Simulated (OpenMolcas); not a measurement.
# Mn2+: Racah parameters, worked from levels

| Item | Value |
| --- | --- |
| Program | OpenMolcas |
| Basis | ANO-RCC-VQZP [7s6p4d3f2g1h] |
| Scalar Hamiltonian | DKH2, point nucleus |
| Active space | 5 electrons in 10 orbitals (3d 4d) |
| State averaging | 2S+1 = 6 even, 1 root; 2S+1 = 4 even, 24 roots; 2S+1 = 2 even, 58 roots |
| Spin-orbit coupling | state interaction with AMFI integrals over the reference wave functions, term energies averaged over their components |

Methods: CASSCF; MS-CASPT2, IPEA 0.25 Eh, imaginary shift 0.1 Eh (closed shells correlated: 3s 3p).

**Racah parameters.** Above ⁶S, d5 has ⁴D at 17B + 5C, ⁴G at 10B + 5C and ⁴P at 7B + 7C. The first two fix B and C, and the third tests them; where it misses by thousands of cm-1, two parameters do not describe the configuration (Trees and configuration-interaction terms are left out) and B and C hang on the terms chosen. Term energies are centres of gravity, weighted by 2J + 1.

```json
{"Source": "CASSCF", "⁴D": "38352", "⁴G": "30825", "B": "1075", "C": "4014", "C/B": "3.73", "⁴P from B, C": "35623", "⁴P found": "35173"}
{"Source": "MS-CASPT2", "⁴D": "33366", "⁴G": "27696", "B": "810", "C": "3919", "C/B": "4.84", "⁴P from B, C": "33103", "⁴P found": "30466"}
```

Energies in cm-1. From CASSCF to MS-CASPT2, B changes by -24.7 % and C by -2.4 %.

CASPT2 does not keep the components of a term degenerate, so their means are used; among the terms shown or strongly mixed into the levels shown the widest spread is 180 cm-1 (3d⁵ ⁴G, MS-CASPT2). Active for correlation alone: 4d; no level in the range computed is led by a configuration that fills it, so any true level of that kind is missing. Without dynamic correlation excited terms often stand tens of per cent too high (terms of higher spin than the ground term too low), and those without a measured partner can miss by more than the paired ones (holds for CASSCF). Levels of configurations outside the active space are missing.
